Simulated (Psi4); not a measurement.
C₄H₈ (SMILES CC1CC1), singlet, geometry from GFN2-xTB. Base run: CCSD(T)/def2-SVP in Psi4.

The Psi4 input:
```
memory 2 GB

molecule mol {
0 1
C     1.536347    0.137752    0.145122
C     0.193483   -0.179740   -0.462145
C    -0.916156   -0.691991    0.404513
C    -0.986708    0.693787   -0.163987
H     2.149438   -0.760224    0.207844
H     1.415843    0.542730    1.147253
H     2.066397    0.870880   -0.461298
H     0.256510   -0.587666   -1.464328
H    -1.580161   -1.445125    0.008177
H    -0.726248   -0.796393    1.462120
H    -1.699127    0.891617   -0.950446
H    -0.844450    1.525328    0.509659
}

set {
  basis def2-svp
  reference rhf
  freeze_core true
}

energy('ccsd(t)')
print_variables()
```

Question: The base was run again with changes. Order these runs by total energy, lowest first: method = ccsd | method = mp4 | method = mp3.

Answer: method = mp4 (ΔE vs base (mEh) 1.392), method = ccsd (ΔE vs base (mEh) 18.952), method = mp3 (ΔE vs base (mEh) 24.884)
